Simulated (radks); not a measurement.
The numbers below are computed, except where a source is named.
Problem. Coherent X-ray form factor from a spherical all-electron density. Code: a radial shooting solver on a logarithmic mesh with Libxc functionals. Model: Dirac Kohn-Sham, LDA (Slater exchange, Perdew-Wang correlation), spin-unpolarised, spherical densities, finite nucleus; Fermi nuclear charge, rms radius of each element as measured or else 0.836 A^(1/3) + 0.57 fm.

sin(theta)/lambda (1/angstrom),f0 (electrons)
0.05,45.870
0.1,45.485
0.15,44.855
0.2,43.997
0.25,42.935
0.3,41.697
0.4,38.818
0.5,35.622
0.6,32.363
0.8,26.423
1,21.897
1.25,18.193
1.5,15.827
2,12.291

The species is in the configuration that NIST lists as its ground one. Which atom or ion scatters so?

Solution. The dysprosium ion Dy20+, [Kr] 4d10. Extrapolating in s^2 from the first two rows gives f0(0) = 46.0, near the electron count 46; among species with that count, the fall with angle is slower the higher Z, and the table is that of Z = 66; from so few rows the species is fixed only to a neighbour or two.
